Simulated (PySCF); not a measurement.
C2H10OSi3, SMILES [SiH3][Si@@H]1[SiH2][C@H](O)C1.

Geometry optimised at PBE-D3(BJ)/def2-SVP. The structure was generated by enumeration; whether it is a known compound was not checked. The values are those of a single conformer.

Level of theory: TDA-PBE/def2-SVPD (PySCF 2.14.0).

Vertical excitations. Isolated molecule, no solvent.

Task: List the lowest excited states. (The exact figures need the calculation; the answer reports its results.)

Result: 
```tsv
state	energy (eV)	λ (nm)	f	main pairs
S1	5.04	246	0.020	HOMO→LUMO 83 %
S2	5.34	232	0.009	HOMO→LUMO+1 89 %
S3	5.68	218	0.041	HOMO−1→LUMO+1 27 %, HOMO−1→LUMO 26 %, HOMO→LUMO+2 21 %, HOMO→LUMO+3 11 %
S4	5.73	217	0.003	HOMO−2→LUMO 53 %, HOMO→LUMO+2 33 %
S5	5.81	214	0.013	HOMO−1→LUMO+1 41 %, HOMO−2→LUMO 33 %, HOMO→LUMO+2 16 %
S6	5.85	212	0.042	HOMO−1→LUMO 28 %, HOMO−1→LUMO+1 20 %, HOMO→LUMO+3 17 %, HOMO→LUMO+2 15 %
T1	4.59	270	0	HOMO→LUMO 91 %
T2	4.97	249	0	HOMO→LUMO+1 96 %
```
Triplets are in the Tamm–Dancoff approximation.
